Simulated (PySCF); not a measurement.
**Sb²⁶⁺: ionisation energy**

Sb²⁶⁺ [Ar] 3d7 [3d3/2^4 3d5/2^3, M_J = 9/2] → Sb²⁷⁺ [Ar] 3d6 [3d3/2^4 3d5/2^2, M_J = 4], as a difference of total energies. All numbers are calculated (PySCF 2.14, the two-component X2C-1e Hamiltonian, in an uncontracted even-tempered set (16 s from 3.7 bohr⁻², ratio 2.8; 12 p from 4.8 bohr⁻², ratio 2.8; 8 d from 4.8 bohr⁻², ratio 2.8; 3 f from 19 bohr⁻², ratio 3)). Correlated levels: [Ne] frozen; the 74 highest virtual spinors dropped. "Screened" scales the spin-orbit matrix elements by Boettger's factors to mimic the two-electron term; Breit and QED terms are absent.

| method | ionisation energy (eV) |
| --- | --- |
| GHF (spin-free) | 1441.0 |
| GMP2 (spin-free) | 1442.1 |
| GHF (screened spin-orbit) | 1441.6 |
| GMP2 (screened spin-orbit) | 1442.5 |

Breit and QED terms and the two-electron picture change are absent.

The spin-free rows relax to the high-spin LS determinant and lack the spin-orbit shift.

The labels give the starting determinants; with spin-orbit coupling the two ends relaxed to ⟨J²⟩ = 24.75, ⟨L²⟩ = 13.74, ⟨S²⟩ = 3.16 and ⟨J²⟩ = 20.03, ⟨L²⟩ = 7.79, ⟨S²⟩ = 4.96.

For comparison: 1441 ± 4 eV (theoretical estimate listed by NIST; NIST Atomic Spectra Database, ionization energies).
